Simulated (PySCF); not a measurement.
PySCF input for F₂H₃MoNO₂, SMILES [Mo]([OH])([OH])(=[NH])([F])[F], multiplicity 1, PBE-D3(BJ)/def2-SVP. Geometry optimised at PBE-D3(BJ)/def2-SVP. The multiplicity is an assumed one; no other spin state was optimised. The structure was generated by enumeration; whether it is a known compound was not checked. The def2 effective core potentials stand for the cores of Mo; spin–orbit coupling is left out. Other conformers were not sampled.

```python
import numpy as np
from pyscf import gto, scf, dft, df
from pyscf.hessian import thermo

mol = gto.M(
    atom='''
    Mo    0.03048454   -0.02433068    0.03490540
    N    -0.02799739   -0.23776851    1.73573824
    H    -0.07644984   -0.04269478    2.74136711
    F     1.87884154    0.02708803   -0.26562491
    F    -1.83523591    0.23072107   -0.26507949
    O     0.08725999    1.79805929   -0.53396786
    H    -0.78172508    2.22571100   -0.66811411
    O    -0.12531847   -1.70989176   -0.79429856
    H    -0.31417667   -2.52237045   -0.28697673
    ''',
    basis='def2-SVP',
    ecp={'Mo': 'def2-svp'},
    charge=0,
    spin=0,
    max_memory=1600,
    verbose=3,
)
mf = dft.RKS(mol, xc='pbe').density_fit(auxbasis='def2-universal-jkfit')
mf.disp = 'd3bj'
mf.grids.level = 3
mf.conv_tol = 1e-11
mf.max_cycle = 100
mf.kernel()

# [left out here: the lines that compute and print the analytic Hessian (its translational invariance restored by hand, since the grid's response is missing), thermochemistry and intensities]
```

It prints:

```
converged SCF energy = -474.393145292902

WARN: DFTD3 does not support analytical Hessian, using finite difference


WARN: Mole.unit (angstrom) is changed to Bohr

Mode                                 0                   1                   2
Irrep
Freq [cm^-1]                      103.2553            160.8985            210.5854
Reduced mass [au]                   9.2093              1.6849              6.7421
Force const [Dyne/A]                0.0578              0.0257              0.1762
Char temp [K]                     148.5615            231.4971            302.9855
Normal mode                   x     y     z       x     y     z       x     y     z
       0  Mo                 0.01  0.00 -0.00    0.03  0.01  0.00    0.01 -0.02 -0.00
       1   N                -0.01  0.04 -0.00   -0.07  0.04  0.00   -0.02 -0.08 -0.01
       2   H                -0.01  0.01  0.00   -0.25  0.01 -0.00   -0.08 -0.08 -0.01
       3   F                -0.01 -0.02 -0.09    0.03 -0.02  0.00    0.00  0.14 -0.01
       4   F                 0.02 -0.03 -0.10    0.00 -0.06  0.04    0.02  0.10 -0.01
       5   O                -0.01  0.05  0.14   -0.06 -0.01 -0.02   -0.01 -0.01 -0.02
       6   H                -0.00  0.07  0.13   -0.07 -0.03 -0.02   -0.06 -0.12 -0.05
       7   O                -0.01 -0.04  0.08   -0.04  0.03 -0.03   -0.06 -0.05  0.07
       8   H                -0.14 -0.00  0.11   -0.68  0.10 -0.17   -0.24  0.02  0.11
Mode                                 3                   4                   5
Irrep
Freq [cm^-1]                      239.4602            256.8398            264.1442
Reduced mass [au]                   4.0805              5.8184              4.8305
Force const [Dyne/A]                0.1379              0.2261              0.1986
Char temp [K]                     344.5299            369.5353            380.0446
Normal mode                   x     y     z       x     y     z       x     y     z
       0  Mo                -0.01 -0.01  0.01    0.00  0.03  0.04   -0.01 -0.03  0.04
       1   N                -0.11  0.02  0.01   -0.01 -0.13  0.03    0.03  0.09  0.06
       2   H                -0.30 -0.04  0.01   -0.04 -0.25  0.05    0.16  0.22  0.04
       3   F                -0.03  0.02 -0.09   -0.02 -0.04 -0.08   -0.03  0.06 -0.05
       4   F                -0.00  0.03  0.06    0.01 -0.02 -0.07    0.02  0.02 -0.08
       5   O                 0.08 -0.01 -0.02   -0.01 -0.01 -0.08    0.02 -0.04 -0.01
       6   H                 0.10  0.13  0.27   -0.01 -0.05 -0.22   -0.00 -0.11 -0.07
       7   O                 0.12 -0.02 -0.00    0.01  0.05  0.02   -0.01  0.04 -0.09
       8   H                -0.03 -0.02 -0.05    0.03  0.07  0.07   -0.09 -0.04 -0.25
Mode                                 6                   7                   8
Irrep
Freq [cm^-1]                      299.7803            345.3833            385.7500
Reduced mass [au]                   2.0930              3.7478              1.2695
Force const [Dyne/A]                0.1108              0.2634              0.1113
Char temp [K]                     431.3171            496.9297            555.0083
Normal mode                   x     y     z       x     y     z       x     y     z
       0  Mo                 0.02 -0.01  0.01   -0.01 -0.00 -0.00    0.00 -0.00  0.01
       1   N                -0.06  0.03  0.01    0.04 -0.01 -0.00    0.04  0.03  0.00
       2   H                -0.35  0.14 -0.02    0.21  0.06 -0.00    0.12 -0.44  0.09
       3   F                 0.02 -0.04 -0.03   -0.01 -0.07  0.01   -0.01 -0.01  0.03
       4   F                 0.02  0.07  0.00   -0.01  0.11 -0.00    0.01  0.02 -0.04
       5   O                -0.12 -0.01  0.01   -0.08  0.01  0.02   -0.05 -0.01 -0.07
       6   H                -0.19 -0.14  0.08   -0.12 -0.14 -0.17   -0.09  0.15  0.71
       7   O                -0.03  0.01 -0.03    0.14 -0.02  0.01   -0.01 -0.00  0.01
       8   H                 0.49 -0.07  0.04   -0.32  0.03 -0.08   -0.06 -0.06 -0.11
Mode                                 9                  10                  11
Irrep
Freq [cm^-1]                      493.4294            530.4241            569.2423
Reduced mass [au]                   1.1899              1.6120             12.7145
Force const [Dyne/A]                0.1707              0.2672              2.4274
Char temp [K]                     709.9350            763.1622            819.0129
Normal mode                   x     y     z       x     y     z       x     y     z
       0  Mo                 0.00 -0.01 -0.00    0.01  0.00  0.00   -0.01 -0.00  0.00
       1   N                -0.03  0.08 -0.01   -0.15  0.00 -0.00    0.01  0.00  0.00
       2   H                 0.02 -0.66  0.13    0.75  0.03  0.03   -0.06  0.04 -0.01
       3   F                 0.00  0.01 -0.01    0.03  0.00 -0.02   -0.10 -0.01  0.02
       4   F                 0.01  0.01  0.02    0.03 -0.01  0.03    0.16 -0.02  0.03
       5   O                 0.00  0.03  0.02   -0.01 -0.00 -0.00   -0.01  0.10 -0.03
       6   H                 0.03 -0.07 -0.43   -0.05 -0.05  0.07   -0.06 -0.01 -0.04
       7   O                -0.01 -0.00  0.02   -0.01 -0.00 -0.01   -0.01 -0.05 -0.04
       8   H                 0.13 -0.25 -0.33    0.06  0.07  0.13   -0.04  0.04  0.10
Mode                                12                  13                  14
Irrep
Freq [cm^-1]                      621.4467            632.3109            681.1559
Reduced mass [au]                   1.7638              2.9247             15.6473
Force const [Dyne/A]                0.4013              0.6890              4.2774
Char temp [K]                     894.1234            909.7546            980.0317
Normal mode                   x     y     z       x     y     z       x     y     z
       0  Mo                 0.01  0.01  0.01   -0.03  0.01 -0.00    0.03  0.01 -0.02
       1   N                 0.01  0.06  0.01    0.02  0.01  0.00   -0.01  0.00 -0.02
       2   H                -0.05 -0.33  0.07   -0.06 -0.08  0.01    0.06 -0.02 -0.01
       3   F                -0.03  0.00  0.00    0.07  0.01 -0.01   -0.15 -0.00  0.03
       4   F                -0.06  0.01 -0.01    0.09  0.01  0.01    0.02 -0.00  0.01
       5   O                 0.02 -0.02  0.02   -0.05 -0.12  0.03   -0.00 -0.13  0.04
       6   H                -0.06 -0.19 -0.06    0.26  0.43 -0.13    0.05 -0.04  0.01
       7   O                 0.00 -0.08 -0.10    0.00 -0.03 -0.03    0.00  0.07  0.04
       8   H                -0.02  0.31  0.53   -0.05  0.08  0.13    0.06  0.03 -0.01
Mode                                15                  16                  17
Irrep
Freq [cm^-1]                      711.9577            734.1949           1024.5660
Reduced mass [au]                   2.3262              2.0915              7.9833
Force const [Dyne/A]                0.6947              0.6642              4.9376
Char temp [K]                    1024.3486           1056.3431           1474.1224
Normal mode                   x     y     z       x     y     z       x     y     z
       0  Mo                -0.03 -0.02 -0.01    0.01 -0.04 -0.00   -0.00 -0.00  0.04
       1   N                 0.02  0.03 -0.01   -0.00  0.03  0.01    0.01  0.02 -0.23
       2   H                -0.09 -0.14  0.02    0.03 -0.06  0.02    0.01  0.04 -0.26
       3   F                 0.06 -0.00 -0.01   -0.02  0.00  0.00   -0.00  0.00 -0.00
       4   F                 0.06 -0.01  0.01   -0.03  0.02 -0.01    0.00  0.00 -0.00
       5   O                 0.03 -0.01  0.02   -0.04  0.07 -0.02   -0.00 -0.00 -0.01
       6   H                -0.20 -0.45  0.11    0.20  0.50 -0.13    0.00  0.00 -0.00
       7   O                 0.02  0.12  0.04    0.01  0.10  0.02    0.00  0.00 -0.00
       8   H                -0.04  0.25  0.23    0.02  0.26  0.27   -0.00  0.01  0.01
Mode                                18                  19                  20
Irrep
Freq [cm^-1]                     3537.1872           3706.0078           3732.3739
Reduced mass [au]                   1.0845              1.0663              1.0671
Force const [Dyne/A]                7.9944              8.6288              8.7582
Char temp [K]                    5089.2248           5332.1201           5370.0551
Normal mode                   x     y     z       x     y     z       x     y     z
       0  Mo                -0.00 -0.00  0.00   -0.00  0.00 -0.00   -0.00 -0.00  0.00
       1   N                 0.00 -0.01 -0.07   -0.00 -0.00  0.00   -0.00  0.00  0.00
       2   H                -0.05  0.18  0.94    0.00 -0.00 -0.01    0.00 -0.00 -0.01
       3   F                -0.00 -0.00  0.00    0.00  0.00 -0.00    0.00  0.00 -0.00
       4   F                 0.00 -0.00  0.00   -0.00 -0.00 -0.00   -0.00  0.00 -0.00
       5   O                -0.00 -0.00  0.00   -0.05  0.03 -0.01   -0.00  0.00 -0.00
       6   H                 0.01 -0.00  0.00    0.85 -0.44  0.14    0.04 -0.02  0.01
       7   O                -0.00 -0.00  0.00    0.00  0.00 -0.00   -0.01 -0.05  0.03
       8   H                 0.00  0.01 -0.01   -0.01 -0.04  0.03    0.19  0.81 -0.49
temperature 298.1500 [K]
pressure 101325.00 [Pa]
Rotational constants [GHz] 2.81851 2.52539 2.07051
Symmetry number 1
Zero-point energy (ZPE) 0.04383 [Eh]   115083.111 [J/mol]
                           tot       elec      trans        rot        vib
Entropy [J/mol/K]       373.495      0.000    173.715    114.978     84.802
Cv [J/mol/K]            125.256      0.000     12.472     12.472    100.313
Cp [J/mol/K]            133.570      0.000     20.786     12.472    100.313
Internal energy [J/mol]                      3718.434   3718.434 130088.795
Internal energy [Eh]   -474.34076  -474.39315
Enthalpy [J/mol]                             6197.391   3718.434 130088.795
Enthalpy [Eh]          -474.33982
Gibbs free energy [J/mol]                  -45595.817 -30562.131 104804.996
Gibbs free energy [Eh] -474.38223
mode   freq/cm-1   IR/(km/mol)
   1      103.26         3.893
   2      160.90        38.541
   3      210.59        17.956
   4      239.46        30.785
   5      256.84         1.032
   6      264.14         5.416
   7      299.78        15.401
   8      345.38        17.698
   9      385.75       120.025
  10      493.43       232.067
  11      530.42        86.491
  12      569.24        17.685
  13      621.45        75.470
  14      632.31       256.768
  15      681.16       111.299
  16      711.96       210.200
  17      734.19        29.932
  18     1024.57        89.102
  19     3537.19       218.446
  20     3706.01       146.181
  21     3732.37       198.313
max |gradient| / (hartree/bohr): 0.00014797314315688752
APT charges: [ 2.4742 -0.7663  0.3608 -0.5813 -0.5881 -0.7946  0.3215 -0.7569  0.3309]
```

The run converged.
